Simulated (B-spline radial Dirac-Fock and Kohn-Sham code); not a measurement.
## Auger decay of the L3 hole in Cu¹⁵⁺

System: the Cu¹⁵⁺ ion in the configuration [Ne] 3s2 3p2.

The run's input, task.json:

```json
{"items": [{
  "Z": 29,
  "q": 15,
  "cfg": [[1, 0, 2], [2, 0, 2], [2, 1, 6], [3, 0, 2], [3, 1, 2]],
  "A": 63,
  "rrms": 3.8823,
  "do": ["binding", "quiet", "decay"],
  "holes": ["K", "L1", "L2", "L3", "M1"]
}]}
```

Launch: `python xray_run.py task.json out`

Model: one-electron (LDA, Dirac) transition rates at Dirac-Fock energies. Program: a radial finite-basis atomic code. Kinetic energies are configuration averages from the vacuum level; the two-hole energies are estimated from single-hole states.

```csv
transition,kinetic energy (eV),width (meV),share (%)
L3-M1M1,325.2,4.11,7.1
L3-M1M2,369.6,1.13,1.9
L3-M1M3,373.8,28.8,49.5
L3-M2M3,410.7,9.67,16.6
L3-M3M3,415.0,14.4,24.7
```

The listed channels hold 100 % of the non-radiative rate. Summed by principal shells, of 0.0581 eV in all: LMM 100.0 %.

Values without a named source are computed, but for edge energies of neutral atoms, which are taken from tables.
